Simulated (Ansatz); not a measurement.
Born–Oppenheimer molecular dynamics of FGeH3 (5 atoms, charge 0, multiplicity 1). It starts at the highest image of a converged band, a first-order saddle point between two minima.

These are results of RKS revPBE/def2-SVPD in Ansatz 0.2.0, not measurements.

```
ensemble                      : NVE (velocity Verlet)
time step                     : 0.5 fs
steps asked                   : 200
starting velocities drawn for : 300 K
seed                          : 11184
```

First frame:

```xyz
5
Properties=species:S:1:pos:R:3
Ge 0.314 -0.042 -0.453
H 0.540 -0.243 1.287
H 1.623 0.150 0.384
F -0.670 1.465 -0.352
H -0.592 -1.223 -0.007
```

(1) How far do the bonds stretch over the last three quarters of this one trajectory? (Pairs bonded in most of those frames.)

Answers

(1) 
| bond | mean (Å) | spread (Å) | shortest | longest |
| --- | --- | --- | --- | --- |
| Ge1–F4 | 1.826 | 0.031 | 1.77 | 1.87 |
| Ge1–H5 | 1.655 | 0.091 | 1.50 | 1.79 |
| H2–H3 | 0.798 | 0.101 | 0.64 | 0.94 |

Pairs bonded in part of these frames only: H2–H3 74 %.

Mean temperature of the second half: 2534 K. The conserved energy stayed within 2.1 meV per atom of its start (net change 0.46 meV per atom), so the integration is sound. The kinetic energy rose, since the run started high on the potential surface and went downhill. It ends in pieces (FGeH + H2), so much of that is their flight and rotation, not heat. A run of 0.1 ps of so small a system gives no equilibrium averages. The orbitals stay closed-shell, which can raise the energy where a bond breaks towards radicals; this wasn't checked here.

Time of the run: 110 s on 2 threads of Intel(R) Xeon(R) Platinum 8488C (Sapphire Rapids), on a shared host, peak memory 0.15 GiB.
